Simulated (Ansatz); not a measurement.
Molecule: C4H10O (charge 0, singlet). SMILES: COC(C)C
Geometry: optimised at B3LYP-D3(BJ)/def2-TZVP (Ansatz, an electronic-structure program).

Property: vertical ionisation energy to the doublet, in eV. Terms: each state is the SCF solution reached for its charge and spin; non-relativistic; UHF or UKS for open shells; no dispersion term unless named; valence correlation only; 6-311+G** with 5d; six Cartesian d functions in 6-31G* and its kin unless marked 5d; spin-orbit terms left out. CBS marks a two-point X^-3 extrapolation of the correlation energy; Hartree-Fock from the larger set. The bracket is a focal-point correction in the basis named. Ab initio and DFT rows: single points at B3LYP-D3(BJ) geometries (Ansatz).

Coupled cluster (Ansatz) is a level with limits of its own, used here on species with T1 under 0.025 (0.045 for open shells) and stable references: RI-MP2/CBS(aug-cc-pVTZ,aug-cc-pVQZ)+[CCSD(T)-MP2]/aug-cc-pVTZ.

Value to compare with, RI-MP2/CBS(aug-cc-pVTZ,aug-cc-pVQZ)+[CCSD(T)-MP2]/aug-cc-pVTZ (Ansatz): 9.88 eV.

| level | program | vertical ionisation energy to the doublet (eV) | difference |
|---|---|---|---|
| B3LYP/STO-3G | Ansatz | 7.13 | -2.75 |
| B3LYP/3-21G | Ansatz | 9.12 | -0.76 |
| B3LYP/6-31G* | Ansatz | 9.32 | -0.56 |
| B3LYP/6-311+G** | Ansatz | 9.54 | -0.34 |
| B3LYP/def2-TZVPD | Ansatz | 9.52 | -0.36 |

Among the 4 habitual levels, B3LYP/STO-3G lies farthest from RI-MP2/CBS(aug-cc-pVTZ,aug-cc-pVQZ)+[CCSD(T)-MP2]/aug-cc-pVTZ (Ansatz) (-2.75 eV) and B3LYP/6-311+G** nearest (-0.34); 0 of 4 lie above it, and their mean absolute difference is 1.10 eV, the median 0.66. One case shows no general order.

The sets are all those run for this method; runs whose electronic state is in doubt are left out.
